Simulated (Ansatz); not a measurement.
System: C$_{6}$H$_{11}$, net charge -1, singlet state. It need not be the lowest isomer of its formula. Whether it binds its extra electron was not tested at this geometry. 
Coordinates optimised at B3LYP-D3(BJ)/def2-TZVP (Ansatz, a quantum-chemistry and plane-wave program):
```xyz
17

C      2.8217    -0.0040    -0.3568
C      1.2950    -0.0323    -0.5088
C      0.6014     0.8842     0.4745
C     -0.6295     0.5506     0.9051
C     -1.5015    -0.6372     0.5170
C     -2.4812    -0.3165    -0.6217
H      3.1066    -0.3538     0.6405
H      3.3290    -0.6358    -1.1004
H      3.1849     1.0232    -0.4483
H      1.0559     0.3108    -1.5284
H      0.9820    -1.1007    -0.4806
H     -1.1454     1.2185     1.6107
H     -2.0848    -0.9808     1.3852
H     -0.8815    -1.4859     0.2088
H     -3.1273     0.5233    -0.3467
H     -1.9292    -0.0193    -1.5163
H     -3.1252    -1.1685    -0.8808
```
Charge -1, spin multiplicity 1.

Total electronic energies in hartree. Cores are frozen in the correlated levels unless marked. Spin-orbit coupling is left out. No relativistic terms. Basis-set limits of correlation are two-point, X^-3; Hartree-Fock from the larger set. [CCSD(T)-MP2]/basis is that difference in the basis named.

```json
[
 {"level": "BLYP-D4/def2-TZVPD", "program": "Ansatz + dftd4", "energy (Eh)": "-235.16449"},
 {"level": "PBE0-D3(BJ)/def2-TZVP", "program": "Ansatz + dftd3", "energy (Eh)": "-234.97599"},
 {"level": "BHLYP-D4/def2-TZVPD", "program": "Ansatz + dftd4", "energy (Eh)": "-235.12110"},
 {"level": "BHLYP/def2-TZVPD", "program": "Ansatz", "energy (Eh)": "-235.10637"},
 {"level": "MP2/cc-pwCVTZ", "program": "Ansatz", "energy (Eh)": "-234.63891"},
 {"level": "RI-MP2/CBS(aug-cc-pVTZ,aug-cc-pVQZ)", "program": "Ansatz", "energy (Eh)": "-234.7597"},
 {"level": "SCS-MP2/aug-cc-pVDZ", "program": "Ansatz", "energy (Eh)": "-234.42361"},
 {"level": "CCSD(T)/cc-pVTZ", "program": "Ansatz", "energy (Eh)": "-234.73123"},
 {"level": "RI-MP2/CBS(aug-cc-pVTZ,aug-cc-pVQZ)+[CCSD(T)-MP2]/aug-cc-pVTZ", "program": "Ansatz", "energy (Eh)": "-234.8656"}
]
```

Totals of different functionals don't rank their quality; only differences between species are comparable.
